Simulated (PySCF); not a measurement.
## How the method changes the constants of KF

State: ¹Σ⁺ (singlet), closed shell. Set-up: basis K aug-pcseg-1, F aug-pcseg-1; no relativity; PySCF 2.14. De refers to K + F in their high-spin ground configurations, without counterpoise correction. A positive dipole means K(−)F(+).

| Level | Re (Å) | ωe (cm⁻¹) | De (eV) | μ (D) |
| --- | --- | --- | --- | --- |
| RHF | 2.222 | 425 | 3.32 | -9.15 |
| RHF-MP2 | 2.221 | 418 | 5.44 | n/a |
| RHF-SCS-MP2 | 2.224 | 417 | 5.27 | n/a |
| RHF-CCSD | 2.219 | 423 | 5.06 | n/a |
| RHF-CCSD(T) | 2.219 | 421 | 5.13 | n/a |
| PBE | 2.179 | 423 | 5.38 | -8.21 |
| TPSS | 2.176 | 427 | 5.36 | -8.26 |
| r²SCAN | 2.177 | 432 | 5.30 | -8.42 |
| M06-L | 2.179 | 438 | 5.58 | -8.45 |
| PBE0 | 2.174 | 434 | 5.09 | -8.46 |
| BHandHLYP | 2.184 | 437 | 4.78 | -8.71 |

(1) Which functional lies closest to RHF-CCSD(T) in De, which farthest, and by how much do they differ from it?

(2) What does the step from GGA to meta-GGA do here, going from PBE to r²SCAN?

(3) What does second-order correlation do here, going from RHF to RHF-MP2?

Correlated steps freeze 6 core orbitals. Correlated levels converge slowly with the basis: in double zeta they bind strong bonds too weakly, by up to about 1 eV, and carry superposition errors of some tenths. Where the molecule has an RHF reference, its open-shell atoms are computed with UHF.

The whole job (state search and all levels along the bond) took about 1.7 min on 1 thread of Arm Neoverse V1 (shared host), peak memory 0.66 GiB.

## Answers

(1) Closest is PBE0 (-4.5 pm in Re, +3.1 % in ωe, -0.04 eV in De against RHF-CCSD(T) in the same basis), farthest M06-L (-4.0 pm in Re, +4.0 % in ωe, +0.45 eV in De). CCSD(T) converges more slowly with the basis than the functionals do and binds too weakly in this one, so the order can change at the basis-set limit.

(2) r²SCAN less PBE: -0.2 pm in Re, +2.1 % in ωe, -0.08 eV in De. 

(3) RHF-MP2 less RHF: -0.1 pm in Re, -1.6 % in ωe, +2.12 eV in De. Correlation nearly always deepens the well. The bond length hardly moves.
